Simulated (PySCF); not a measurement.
# Pd+: excitation energy

Pd+ [Kr] 4d9 (2D) → Pd+ [Kr] 4d8 5p1 (high-spin determinant), as a difference of total energies. Computed with PySCF 2.14 in x2c-TZVPPall (8s6p6d2f1g, 79 functions), with the spin-free X2C one-electron Hamiltonian (Gaussian nucleus). Correlated levels: valence: [Kr] frozen; valence and next inner shell: [Ar] 3d10 frozen. The calculations carry no spin-orbit coupling.

```json
{"method": "UHF", "excitation energy (eV)": "7.376"}
{"method": "LDA", "excitation energy (eV)": "8.811"}
{"method": "PBE", "excitation energy (eV)": "8.487"}
{"method": "PBE0", "excitation energy (eV)": "8.435"}
{"method": "r2SCAN", "excitation energy (eV)": "8.208"}
{"method": "wB97M-V", "excitation energy (eV)": "8.757"}
{"method": "r2SCAN0", "excitation energy (eV)": "8.225"}
{"method": "B97-3", "excitation energy (eV)": "8.732"}
{"method": "wB97X-V", "excitation energy (eV)": "8.791"}
{"method": "MP2 (valence)", "excitation energy (eV)": "8.742"}
{"method": "SCS-MP2 (valence)", "excitation energy (eV)": "8.766"}
{"method": "MP2 (valence and next inner shell)", "excitation energy (eV)": "8.825"}
{"method": "SCS-MP2 (valence and next inner shell)", "excitation energy (eV)": "8.735"}
```

Task: How much does correlation contribute at MP2 (valence and next inner shell)?

Result: 8.825 − (7.376) = 1.449 eV, measured against UHF.

A first-order spin-orbit estimate (lowest level to lowest level, LS coupling) adds -0.034 eV.

The basis was made for the ground configuration and has no added diffuse functions, so the excitation energy can come out too high.

The determinant of the upper state mixes LS terms, which raises its energy above the lowest term, most at the Hartree-Fock and MP2 levels.
